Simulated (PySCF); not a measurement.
N: excitation energy

N [He] 2s2 2p3 (4S) → N [He] 2s1 2p4, s spin flipped, as a difference of total energies. All numbers are calculated (PySCF 2.14, no relativity, point nucleus, in dyall-av2z (11s7p2d, 42 functions)). Correlated levels: valence: 1s2 frozen; virtual orbitals above 40 to 60 times the deepest correlated orbital energy dropped. The calculations carry no spin-orbit coupling.

```
           method  excitation energy (eV)
              UHF                  18.626
    MP2 (valence)                  16.785
SCS-MP2 (valence)                  16.418
```

Task: How much does correlation contribute at MP2 (valence)?

Result: 16.785 − (18.626) = -1.841 eV, measured against UHF.

The upper determinant mixes two multiplicities, so it lies between the two terms.

The upper state lies above the first ionisation limit, where it may autoionise and the basis confines it.

The coupled-cluster amplitudes are large for the upper state (T1 above 0.03 or a double amplitude above 0.15), so a single reference is strained.
